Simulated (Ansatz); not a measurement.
# Molecular dynamics of CH5AlFNSSi

Input file:

```yaml
crystal:
  periodic: [false, false, false]
  atoms:
    - { symbol: F, position_ang: [-1.066574, 1.133146, 3.310705] }
    - { symbol: Al, position_ang: [-0.577503, 0.629027, 1.798302] }
    - { symbol: Si, position_ang: [0.730241, -1.202824, 0.896223] }
    - { symbol: "N", position_ang: [0.181723, -0.627556, -0.907244] }
    - { symbol: C, position_ang: [0.115287, 0.792429, -1.105019] }
    - { symbol: S, position_ang: [-1.146301, 1.713131, -0.029191] }
    - { symbol: H, position_ang: [1.466914, -1.12849, -0.542594] }
    - { symbol: H, position_ang: [-0.058856, -2.478072, 1.024542] }
    - { symbol: H, position_ang: [-0.529429, -1.170568, -1.399283] }
    - { symbol: H, position_ang: [-0.150806, 1.049345, -2.140164] }
    - { symbol: H, position_ang: [1.100801, 1.233532, -0.885677] }
basis:
  gaussian: { orbitals: def2-SVP }
hamiltonian:
  xc: b3lyp
  dispersion: d4
md:
  timestep: 0.5
  n_steps: 101
  ensemble: nve
  temperature: 100.0
  initial_velocities: maxwell_boltzmann
  seed: 7613
```

Command:

```bash
$ ansatz run input.yaml --threads 2 --pin off --max-ram 3072MiB --backend cpu --events-out ev --progress --plain --runs-dir out
```

It starts at the highest image of a converged band, a first-order saddle point between two minima.

Output, in part (step lines, the closing report, with atoms numbered from 0):

```
md step     0: t =     0.00 fs  T =   100.0 K  F+E_penalty+E_count = -30625.99858863 eV  E_kin = 0.116334 eV  conserved = -30625.88225463 eV  (30 SCF iters)
md step     1: t =     0.50 fs  T =    98.4 K  F+E_penalty+E_count = -30625.99664659 eV  E_kin = 0.114423 eV  conserved = -30625.88222409 eV  (27 SCF iters)
md step     2: t =     1.00 fs  T =    94.0 K  F+E_penalty+E_count = -30625.99152344 eV  E_kin = 0.109361 eV  conserved = -30625.88216229 eV  (27 SCF iters)
md step     3: t =     1.50 fs  T =    87.7 K  F+E_penalty+E_count = -30625.98415855 eV  E_kin = 0.102075 eV  conserved = -30625.88208385 eV  (27 SCF iters)
md step     4: t =     2.00 fs  T =    80.6 K  F+E_penalty+E_count = -30625.97576308 eV  E_kin = 0.093759 eV  conserved = -30625.88200426 eV  (27 SCF iters)
md step     5: t =     2.50 fs  T =    73.6 K  F+E_penalty+E_count = -30625.96757548 eV  E_kin = 0.085639 eV  conserved = -30625.88193672 eV  (27 SCF iters)
md step     6: t =     3.00 fs  T =    67.7 K  F+E_penalty+E_count = -30625.96065728 eV  E_kin = 0.078769 eV  conserved = -30625.88188866 eV  (27 SCF iters)
md step     7: t =     3.50 fs  T =    63.5 K  F+E_penalty+E_count = -30625.95577350 eV  E_kin = 0.073913 eV  conserved = -30625.88186076 eV  (27 SCF iters)
[... lines left out ...]
Total energy: -30627.63321112 eV, -1125.5447603534 hartree
Atom 0 at    -1.144180     1.015977     3.302831 Å, force     0.314157    -0.081099    -0.286314 eV/Å
Atom 1 at    -0.500858     0.679285     1.788579 Å, force    -0.923500     0.438241     0.046641 eV/Å
Atom 2 at     0.693844    -1.210052     0.837820 Å, force     2.386768    -0.220365    -1.561167 eV/Å
Atom 3 at     0.257583    -0.668803    -0.846734 Å, force    -1.215313    -1.372753     0.826760 eV/Å
Atom 4 at    -0.051937     0.657910    -1.118912 Å, force     0.720204     2.018055    -0.957099 eV/Å
Atom 5 at    -1.126825     1.825613    -0.018582 Å, force     0.019563    -0.857757     1.259433 eV/Å
Atom 6 at     2.440789    -0.921028     0.717874 Å, force    -2.225618    -0.594885     0.622582 eV/Å
Atom 7 at     0.346743    -2.753687     0.790362 Å, force     0.333975     1.287623     0.364976 eV/Å
Atom 8 at    -0.525187    -1.213241    -1.205913 Å, force     0.106580    -0.528199     0.014041 eV/Å
Atom 9 at    -0.543188     0.794575    -2.090678 Å, force     0.044633    -0.208596    -0.096480 eV/Å
Atom 10 at     0.853653     1.262102    -1.131657 Å, force     0.438550     0.119735    -0.233372 eV/Å
Dipole moment:     0.102385    -0.360860    -0.194782 e Å
```

The steps, from the saved trajectory:

| time (fs) | T (K) | potential energy less start (eV) | conserved less start (meV/atom) |
| --- | --- | --- | --- |
| 0.0 | 100 | 0.000 | 0.00 |
| 1.5 | 88 | 0.014 | 0.02 |
| 3.0 | 68 | 0.038 | 0.03 |
| 4.5 | 62 | 0.045 | 0.04 |
| 6.0 | 76 | 0.028 | 0.04 |
| 7.5 | 111 | -0.013 | 0.04 |
| 9.0 | 172 | -0.084 | 0.05 |
| 10.5 | 281 | -0.209 | 0.09 |
| 12.0 | 485 | -0.446 | 0.11 |
| 13.5 | 820 | -0.837 | 0.06 |
| 15.0 | 1236 | -1.322 | -0.06 |
| 16.5 | 1606 | -1.754 | -0.17 |
| 18.0 | 1815 | -1.997 | -0.21 |
| 19.5 | 1835 | -2.020 | -0.17 |
| 21.0 | 1725 | -1.892 | -0.11 |
| 22.5 | 1551 | -1.689 | -0.07 |
| 24.0 | 1353 | -1.459 | -0.05 |
| 25.5 | 1164 | -1.237 | -0.02 |
| 27.0 | 1011 | -1.060 | 0.00 |
| 28.5 | 915 | -0.949 | -0.01 |
| 30.0 | 867 | -0.893 | -0.03 |
| 31.5 | 842 | -0.864 | -0.09 |
| 33.0 | 773 | -0.784 | -0.17 |
| 34.5 | 591 | -0.572 | -0.10 |
| 36.0 | 439 | -0.392 | 0.21 |
| 37.5 | 634 | -0.621 | 0.03 |
| 39.0 | 988 | -1.036 | -0.27 |
| 40.5 | 1153 | -1.227 | -0.20 |
| 42.0 | 1159 | -1.233 | -0.08 |
| 43.5 | 1159 | -1.232 | -0.03 |
| 45.0 | 1204 | -1.285 | -0.04 |
| 46.5 | 1277 | -1.370 | -0.06 |
| 48.0 | 1358 | -1.464 | -0.06 |
| 49.5 | 1446 | -1.567 | -0.06 |

The run went to its last step. The conserved energy stayed within 0.27 meV per atom of its start (net change -0.087 meV per atom), so the integration is sound. The system heated up, since it started high on the potential surface and ran downhill. A run of 0.051 ps of so small a system gives no equilibrium averages. The orbitals stay closed-shell, which can raise the energy where a bond breaks towards radicals; this wasn't checked here.

The step under study would form N4–H7 and break Si3–H7. These pairs go: N4–H7 1.43 → 2.70 Å, Si3–H7 1.62 → 1.77 Å. In the last frame they stand as before the step (other bonds may differ from the relaxed reactants and products). These pairs come and go: their bonding changes 4 times, last at 50 of 50 fs, so the outcome isn't settled. It ends as one piece, CH5AlFNSSi. Pairs count as bonded within 1.25 times the sum of covalent radii (0.12 Å more for H–H).

Last frame:

```xyz
11
Properties=species:S:1:pos:R:3
F -1.144 1.016 3.303
Al -0.501 0.679 1.789
Si 0.694 -1.210 0.838
N 0.258 -0.669 -0.847
C -0.052 0.658 -1.119
S -1.127 1.826 -0.019
H 2.441 -0.921 0.718
H 0.347 -2.754 0.790
H -0.525 -1.213 -1.206
H -0.543 0.795 -2.091
H 0.854 1.262 -1.132
```

Run time: 7.4 min on 2 threads of Arm Neoverse V1 (shared host), peak memory 0.3 GiB.
